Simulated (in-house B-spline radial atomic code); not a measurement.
The bromine ion Br⁴⁺: [Ar] 3d9 4s2 4p1 5s1 (an excited or competing configuration)

Computed with a radial B-spline atomic code at the basis-set limit: non-relativistic PBE0, spin-polarised, spherical fractional occupations, exact exchange averaged over the configuration, point nucleus.

Z_r = [3n² - l(l+1)]/(2<r>); Z_e = n√(-2ε); the last column is Slater's effective charge. Values are occupation-weighted means over spin.

```json
{"shell": "1s", "electrons": "2", "ε (eV)": "-13230", "<r> (bohr)": "0.04368", "Z_r": "34.34", "Z_e": "31.18", "Slater": "34.70"}
{"shell": "2s", "electrons": "2", "ε (eV)": "-1785.6", "<r> (bohr)": "0.1935", "Z_r": "31.01", "Z_e": "22.91", "Slater": "30.85"}
{"shell": "2p", "electrons": "6", "ε (eV)": "-1616.1", "<r> (bohr)": "0.1671", "Z_r": "29.92", "Z_e": "21.80", "Slater": "30.85"}
{"shell": "3s", "electrons": "2", "ε (eV)": "-314.75", "<r> (bohr)": "0.5555", "Z_r": "24.30", "Z_e": "14.43", "Slater": "23.75"}
{"shell": "3p", "electrons": "6", "ε (eV)": "-254.62", "<r> (bohr)": "0.56", "Z_r": "22.32", "Z_e": "12.98", "Slater": "23.75"}
{"shell": "3d", "electrons": "9", "ε (eV)": "-148.48", "<r> (bohr)": "0.5639", "Z_r": "18.62", "Z_e": "9.91", "Slater": "14.20"}
{"shell": "4s", "electrons": "2", "ε (eV)": "-76.455", "<r> (bohr)": "1.459", "Z_r": "16.45", "Z_e": "9.48", "Slater": "9.85"}
{"shell": "4p", "electrons": "1", "ε (eV)": "-62.385", "<r> (bohr)": "1.599", "Z_r": "14.38", "Z_e": "8.57", "Slater": "9.85"}
{"shell": "5s", "electrons": "1", "ε (eV)": "-31.952", "<r> (bohr)": "3.083", "Z_r": "12.16", "Z_e": "7.66", "Slater": "5.45"}
```

The least bound orbital is 5s up at -31.95 eV, and it is also the most diffuse (<r> = 3.083 bohr). The part-filled 3d shell lies below the filled 4s shell in orbital energy.
